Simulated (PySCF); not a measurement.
# Calculated properties of trichlorosilane (`Cl[SiH](Cl)Cl`)

Species: trichlorosilane, Cl3HSi.
Atom-mapped SMILES: `[Cl:1][SiH:2]([Cl:3])[Cl:4]` (hydrogens: H5 on Si2)

From PBE0-D3(BJ)/def2-TZVP geometry optimisation, gas phase (PySCF):

| Quantity | Value |
| --- | --- |
| Point group | C3v |
| Rotational constants A, B, C | 2.452, 2.449, 1.315 GHz |

CAM-B3LYP/aug-cc-pVTZ ground state and vertical TDDFT (core frozen in the response) (PySCF):

| Item | Value |
| --- | --- |
| Dipole moment | 0.88 D |
| HOMO energy | -10.80 eV |
| LUMO energy | 0.38 eV |
| HOMO–LUMO gap | 11.18 eV |
| Lowest singlet excitation | 7.86 eV (158 nm, f = 0.000) |
| Strongest line among the 10 lowest singlet transitions | S8/S9 at 8.69 eV (143 nm, f = 0.199 summed over these states) |
| Lowest triplet excitation (Tamm–Dancoff) | 7.40 eV |
| Static isotropic polarisability | 64.8 au |
| Electronic spatial extent ⟨r²⟩ about the centre of nuclear charge | 814 bohr² |

B97-2/pcSseg-2 ground state and GIAO shieldings, non-relativistic (PySCF):

| Quantity | Value |
| --- | --- |
| 1H chemical shifts (computed TMS as zero) by class | 6.26 (H5) ppm |
| Isotropic shieldings of nuclei other than C and H, by class | 344 (Si2), 818 (Cl1/Cl3/Cl4) ppm |

Monoisotopic mass from the formula: 133.8913 u.

The rotational constants are those of an oblate symmetric top; the small spread among constants that symmetry makes equal is optimisation noise. The vertical singlet–triplet gap S1 − T1 is 0.46 eV (TDDFT singlet less Tamm–Dancoff triplet; S1: HOMO→LUMO+1, weight 0.59; T1: HOMO→LUMO+1, weight 0.53). No computed singlet falls in the visible range (750 to 380 nm, 1.65 to 3.26 eV); S1 lies 4.60 eV above its blue end. The principal polarisabilities are 55.8, 69.3 and 69.4 au; their mean is the isotropic value. Point group C3v permits a dipole; with 0.88 D the species has a pure rotational spectrum. The largest Löwdin shares of the HOMO are 0.28 on Cl1, 0.28 on Cl3, 0.28 on Cl4 and 0.16 on Si2.

Isolated species at its PBE0-D3(BJ)/def2-TZVP geometry, gas phase.
